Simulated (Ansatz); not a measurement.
Reaction (formal exchange of groups at the Si–Ga bond): `N=C=[CH][GaH][SiH3]` + `C[SiH](F)[SiH3]` → `C[Si](F)([SiH3])[SiH3]` + `N=C=[CH][GaH2]`

Isolated molecules relaxed with PBE0-D4/def2-TZVP in Ansatz; ΔE leaves out vibrations. CBS: MP2 limit from def2 TZ/QZ plus the TZ coupled-cluster correction, frozen cores. Functionals use def2-TZVPP. B3LYP here is the variant with VWN-RPA as its local correlation; programs differ in this. For Ga outer-core shells are correlated without core-valence functions, which leaves a few kJ/mol of doubt a bond. Scalar relativity is left out up to krypton. One conformer a species, not always the lowest.

```csv
level,ΔE (kcal/mol),difference from CCSD(T)/CBS
PBE-D4,4.6,-1.6
r2SCAN-D4,5.0,-1.2
PBE0-D4,4.8,-1.4
B3LYP-D4,5.3,-0.9
ωB97X-V,4.9,-1.3
ωB97M-V,5.6,-0.6
B2PLYP,6.1,-0.1
PBE,5.0,-1.2
r2SCAN,5.2,-1.0
PBE0,5.3,-0.9
B3LYP,6.1,-0.1
HF/def2-TZVPP,6.3,0.1
MP2/def2-TZVPP,6.3,0.1
SCS-MP2/def2-TZVPP,6.4,0.2
CCSD/def2-TZVPP,6.2,0.0
CCSD(T)/def2-TZVPP,6.1,-0.1
HF/def2-QZVPP,6.1,-0.1
MP2/def2-QZVPP,6.3,0.1
SCS-MP2/def2-QZVPP,6.3,0.1
HF/CBS(def2),6.1,-0.1
MP2/CBS(def2),6.4,0.2
CCSD/CBS(def2),6.3,0.1
CCSD(T)/CBS,6.2,0
```

Largest T1 diagnostic among the species: 0.015.

The D4 term adds −0.8 kcal/mol with B3LYP and −0.4 kcal/mol with PBE0; it sums over pairs of atoms, weighted by their polarisabilities, and B3LYP, whose exchange is more repulsive, gets the larger term.

CCSD(T)/CBS has its own doubt, a few kJ/mol and more with outer-core shells, so smaller differences from it don't rank the levels.
